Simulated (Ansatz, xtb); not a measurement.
## C4H5F2N: which of two isomers lies lower

Structure a: `C[C@H](C#N)C(F)F`, a singlet. Structure b: `N#CCCC(F)F`, a singlet. Both are isolated molecules in the gas phase, relaxed with B3LYP-D3(BJ)/def2-SVP, each in the lowest conformer that the search found.

Quicker runs give these differences E(b) − E(a): GFN2-xTB −7.97 kJ/mol; HF/STO-3G −5.15 kJ/mol (at GFN2-xTB geometries); r2SCAN-D4/def2-SVP −7.24 kJ/mol (at GFN2-xTB geometries).

Question: Estimate E(b) − E(a) at the level CCSD(T)/def2-SVP + ΔMP2/def2-TZVPP.

Answer: Not settled: CCSD(T)/def2-SVP + ΔMP2/def2-TZVPP gives E(b) − E(a) = −6.66 kJ/mol, but this leans on the basis-set step: CCSD(T) alone gives −3.94 kJ/mol.

How the difference moves with the method:

| level | geometry | E(b) − E(a) (kJ/mol) | departure from the last row (kJ/mol) | job, with rough time for the two |
| --- | --- | --- | --- | --- |
| GFN2-xTB | GFN2-xTB | −7.97 | −1.31 | optimisation, 0.21 s |
| HF/STO-3G | GFN2-xTB | −5.15 | +1.51 | single point, 0.66 s |
| r2SCAN-D4/def2-SVP | GFN2-xTB | −7.24 | −0.58 | single point, 4.2 s |
| B3LYP-D3(BJ)/def2-SVP | B3LYP-D3(BJ)/def2-SVP | −7.37 | −0.71 | optimisation, 41 s |
| HF/def2-SVP | B3LYP-D3(BJ)/def2-SVP | −11.39 | −4.73 | part of the CCSD(T) run |
| MP2/def2-SVP | B3LYP-D3(BJ)/def2-SVP | −3.27 | +3.39 | part of the CCSD(T) run |
| CCSD(T)/def2-SVP | B3LYP-D3(BJ)/def2-SVP | −3.94 | +2.72 | single point |
| CCSD(T)/def2-SVP + ΔMP2/def2-TZVPP | B3LYP-D3(BJ)/def2-SVP | −6.66 |  | single point, 69 s |

As drawn, both hold the same kinds of bond in the same numbers. Structure a has 1 methyl group, b 0.

The largest departure from CCSD(T)/def2-SVP + ΔMP2/def2-TZVPP is that of HF/def2-SVP, 4.73 kJ/mol. The last row adds to CCSD(T) the change of the MP2 difference between the two basis sets, here −2.72 kJ/mol.

With thermal terms from frequencies at re-optimised GFN2-xTB minima (ideal gas, soft modes damped towards free rotors, one conformer each, 298.15 K, 1 atm): the zero-point term adds +0.57 kJ/mol; ΔH is −6.54 and ΔG −6.79 kJ/mol.

The correlated steps freeze 7 core orbitals. Mirror images aren't counted in ΔG. Run with Ansatz 0.2.0, xtb 6.7.1; the last row on 2 threads of Intel(R) Xeon(R) Processor @ 2.70GHz on a shared host.
